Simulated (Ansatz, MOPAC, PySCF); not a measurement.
Pair of molecules: C2H4 (SMILES C=C) (first 6 atoms) with GeH4 (SMILES [GeH4]); geometry from B3LYP-D3(BJ)/def2-TZVP.
(charge 0, multiplicity 1):
```xyz
11

C      0.37314     0.25876     0.06214
C     -0.34394    -0.83911     0.24960
H     -0.07468     1.17791    -0.29574
H      1.43727     0.28469     0.26315
H      0.10392    -1.75658     0.61181
H     -1.40889    -0.86497     0.05308
Ge    -0.01795     0.34726     3.80616
H     -0.02132     1.69754     3.07698
H      1.22984    -0.45371     3.40845
H     -1.28030    -0.44412     3.43828
H      0.00388     0.59054     5.32568
```

Interaction energies are E(AB) − E(A) − E(B) at the monomers' geometry in the complex; basis-set methods are counterpoise corrected. Rows marked so take none.

Rows in 6-31G* carry no dispersion term and start afresh at each structure (6-31G* with six Cartesian d functions); the Pople sets are all-electron and without relativity. The state that PM3 reach isn't checked.

Programs: Ansatz (Gaussian basis) for Hartree–Fock, density functionals and correlated methods; MOPAC for PM3 (differences of heats of formation); PySCF for 6-31G* rows, the dispersion terms. 

### Question
One of these levels gives 0.84 kcal/mol for the interaction energy. Name it.
A) M06-2X/6-31G* (no counterpoise)
B) B3LYP/6-31G*
C) revPBE-D3(BJ)/def2-TZVPPD
D) PM3

### Answer
B, B3LYP/6-31G*. The others give 1.42 (PM3), -1.45 (revPBE-D3(BJ)/def2-TZVPPD), -2.42 (M06-2X/6-31G* (no counterpoise))

Ansatz is an electronic-structure program.
